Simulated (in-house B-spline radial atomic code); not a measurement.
Configurations of Tb²⁺, with energies counted from [Xe] (4f5/2)6 (4f7/2)3. Computed with a B-spline radial code for spherical atoms: Dirac-Hartree-Fock, average of each configuration as written, Fermi nucleus of rms radius 5.06 fm. Energies include first-order Breit, QED and recoil terms.

Occupations are held fixed; configurations that lie above the ionisation limit could autoionise.

| configuration | E - E(ref) (eV) | highest orbital | its <r> (bohr) |
| --- | --- | --- | --- |
| [Kr] 4d10 (4f5/2)3 (4f7/2)6 5s2 (5p1/2)1 (5p3/2)4 (6d3/2)1 | 41.038 | 6d3/2 | 6.04 |
| [Kr] 4d10 (4f5/2)2 (4f7/2)7 5s2 (5p1/2)2 (5p3/2)3 (8d3/2)1 | 41.737 | 8d3/2 | 15.59 |
| [Kr] (4d3/2)4 (4d5/2)5 (4f5/2)3 (4f7/2)6 5s2 5p6 7s1 | 166.98 | 7s1/2 | 6.594 |
| [Kr] (4d3/2)4 (4d5/2)5 (4f5/2)2 (4f7/2)7 5s2 5p6 (7p1/2)1 | 169.34 | 7p1/2 | 7.538 |
| [Kr] (4d3/2)4 (4d5/2)5 (4f5/2)2 (4f7/2)7 5s2 5p6 (8g7/2)1 | 175.35 | 8g7/2 | 28.64 |
| [Kr] (4d3/2)3 (4d5/2)6 (4f5/2)6 (4f7/2)3 5s2 5p6 (7g9/2)1 | 179.04 | 7g9/2 | 21.14 |

(1) Order these further configurations by energy, lowest first.
A. [Kr] (4d3/2)4 (4d5/2)5 (4f5/2)6 (4f7/2)3 5s2 5p6 8s1
B. [Kr] 4d10 (4f5/2)1 (4f7/2)8 5s2 (5p1/2)1 (5p3/2)4 (5d5/2)1
C. [Kr] (4d3/2)3 (4d5/2)6 (4f5/2)3 (4f7/2)6 5s2 5p6 (8p1/2)1
D. [Xe] (4f5/2)3 (4f7/2)5 (9p3/2)1
E. [Xe] (4f5/2)2 (4f7/2)6 (6g7/2)1

(2) How far above the reference does [Xe] (4f5/2)3 (4f7/2)6 lie?

(3) How far above the reference does [Kr] (4d3/2)3 (4d5/2)6 (4f5/2)2 (4f7/2)7 5s2 5p6 (9p1/2)1 lie?

Results:

(1) E (20.732 eV), D (20.785 eV), B (29.009 eV), A (163.02 eV), C (174.86 eV).

(2) 3.6072 eV; its least bound orbital is 4f7/2 with <r> = 0.8611 bohr.

(3) 174.15 eV; its least bound orbital is 9p1/2 with <r> = 17.5 bohr.
